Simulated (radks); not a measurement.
Numerical settings for the thallium ion Tl+, [Hg]. Calculated with a radial shooting solver on a logarithmic mesh with Libxc functionals: scalar-relativistic Kohn-Sham, BLYP, spin-unpolarised, spherical densities, point nucleus. The defaults (mesh step 0.008 in ln r, mesh end at 40 bohr or more with all orbitals vanishing there, Anderson mixing 0.5 over 9 steps, residual threshold near 1e-9 with the energy settled to 1e-9 hartree or 1e-11 of itself, here a cap of 100 iterations) give E = -20246.804 hartree and 6s at -16.303 eV in 14 iterations. Run on one thread of a shared host, so times are rough (Arm Neoverse N1): 0.21 s of CPU time, 0.21 s wall, 14 iterations on 2648 mesh points. Changes against that run (0 stands for a change within the tolerance of the run):

| setting | iterations | converged | E (mhartree) | e(6s) (meV) | CPU (s) |
|---|---|---|---|---|---|
| mesh step in ln r 0.08 | 2 | no | diverged | - | 0.03 |
| mesh step in ln r 0.02 | 14 | yes | +0.000684 | 0 | 0.1 |
| mesh step in ln r 0.03 | 14 | yes | +0.00759 | 0 | 0.07 |
| mesh end (bohr) 2 | 13 | level above zero | +1.27e+04 | +9.93e+04 | 0.25 |
| mesh end (bohr) 12 | 14 | yes | 0 | +0.00475 | 0.2 |
| residual threshold 1e-13 | 22 | yes | 0 | 0 | 0.26 |
| residual threshold 1e-16 | 100 | no | 0 | 0 | 0.63 |
| mixing 2.5 | 18 | yes | 0 | 0 | 0.26 |
| linear mixing, mixing 0.8 | 100 | no | +44 | +508 | 1.6 |
| linear mixing, mixing 0.2 | 89 | yes | 0 | 0 | 0.91 |
| mixing history 2 | 21 | yes | 0 | 0 | 0.27 |
| iteration cap 3 | 3 | no | -68.2 | -1.21e+03 | 0.06 |

Settled on a wrong energy, with an occupied level pushed above zero by the early mesh end: mesh end (bohr) 2 (+12.7 hartree). Apart from these: no run marked as converged misses the energy by more than 1 mhartree. A mesh that ends early acts as a hard wall.
